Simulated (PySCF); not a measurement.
CH9AlSi2, SMILES [Al]([SiH3])([CH3])[SiH3]. Heavy atoms are numbered as in [Al:1]([CH3:2])([SiH3:6])[SiH3:10]. Hydrogens are named by the atom that carries them.

The structure is a stationary point at ωB97X-D3(BJ)/def2-SVP. The structure was generated by enumeration; whether it is a known compound was not checked.

All values below come from PBE0/def2-TZVP (PySCF).

Atomic charges (e), one atom of each kind:

```
atom        Mulliken    IAO
----------  --------  -----
Al1                ?   0.63
C2 (CH3)           ?  -0.80
H on C2         0.15   0.16
Si6 (SiH3)         ?   0.13
H on Si6       -0.01  -0.09
```

### Question
Complete the blanks. (An estimate is asked for; the answer gives what the named calculation found.)

### Answer

- Al1, Mulliken: 0.51
- C2 (CH3), Mulliken: -0.60
- Si6 (SiH3), Mulliken: -0.13
